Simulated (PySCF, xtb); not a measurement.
AlGeH5O2S, SMILES [OH][Al]([OH])[S][GeH3].

GFN2-xTB in xtb at its own geometry gives an orbital gap of 3.41 eV and a dipole moment of 3.16 D.

The structure is a stationary point at B3LYP-D3(BJ)/def2-SVP. The structure was generated by enumeration; whether it is a known compound was not checked. One conformer was computed; it need not be the lowest.

What does PBE0/def2-TZVP run with PySCF give? (An estimate is asked for; the answer gives what the named calculation found.)

gap 6.82 eV (levels -7.42 and -0.60 eV), dipole 0.90 D.
